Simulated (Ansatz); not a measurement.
Consider the cleavage of the B–Si bond: `CB(O)[SiH2][SiH3]` + `OCS` → `CB(O)SCO` + `[SiH3][SiH3]`.

Gas-phase electronic energies from Ansatz, PBE0-D4/def2-TZVP geometries. CCSD(T)/CBS adds triple-zeta CCSD(T) − MP2 to the extrapolated MP2 energy (def2 sets, frozen cores). Functionals use def2-TZVPP. Each species was taken in one conformer, which may not be the lowest.

`CB(O)[SiH2][SiH3]`:

Cartesian coordinates in Å:
```
C 2.037 0.402 0.489
B 0.720 -0.245 1.029
O 0.511 -0.235 2.371
Si -0.679 -1.037 -0.230
Si -1.722 0.667 -1.451
H 1.806 1.225 -0.197
H 2.608 -0.320 -0.104
H 2.676 0.784 1.288
H -0.310 -0.650 2.646
H -1.736 -1.780 0.525
H -0.069 -1.987 -1.206
H -0.706 1.424 -2.234
H -2.398 1.621 -0.529
H -2.739 0.131 -2.396
```

`OCS`:

```xyz
7

O    -1.071    0.537    0.332
C    -0.049   -0.364   -0.012
S     1.534    0.213    0.602
H    -1.895    0.216   -0.047
H    -0.186   -1.344    0.462
H     0.015   -0.510   -1.095
H     1.651    1.252   -0.241
```

`CB(O)SCO`:

Cartesian coordinates in Å:
```
C -0.254 -1.228 0.883
B 0.805 -0.070 0.889
O 1.643 0.017 1.958
S 1.015 1.154 -0.443
C -0.300 0.726 -1.631
O -1.499 1.404 -1.426
H -1.253 -0.916 0.571
H -0.330 -1.677 1.875
H 0.055 -2.017 0.188
H 2.287 0.728 1.903
H 0.069 1.030 -2.610
H -0.421 -0.360 -1.619
H -1.816 1.210 -0.539
```

`[SiH3][SiH3]`:

Z-matrix (Å, degrees):
```
Si
Si 1 2.338
H 1 1.488 2 110.3
H 1 1.488 2 110.3 3 120.0
H 1 1.488 2 110.3 3 -120.0
H 2 1.488 1 110.3 3 59.9
H 2 1.488 1 110.3 3 179.9
H 2 1.488 1 110.3 3 -60.1
```

(1) Is it downhill or uphill in electronic energy at CCSD(T)/CBS, and by how much? (Estimate.)

(2) What do these levels give: ωB97M-V, B2PLYP, CCSD(T)/def2-TZVPP, MP2/def2-QZVPP, SCS-MP2/def2-QZVPP, HF/CBS(def2)? (Estimate.)

Largest T1 diagnostic among the species: 0.014.

Results:

(1) Computed: Downhill: ΔE = -97.0 kJ/mol.

(2) The calculation gave: ωB97M-V -98.2, B2PLYP -98.4, CCSD(T)/def2-TZVPP -97.3, MP2/def2-QZVPP -104.3, SCS-MP2/def2-QZVPP -101.1, HF/CBS(def2) -98.1 kJ/mol.
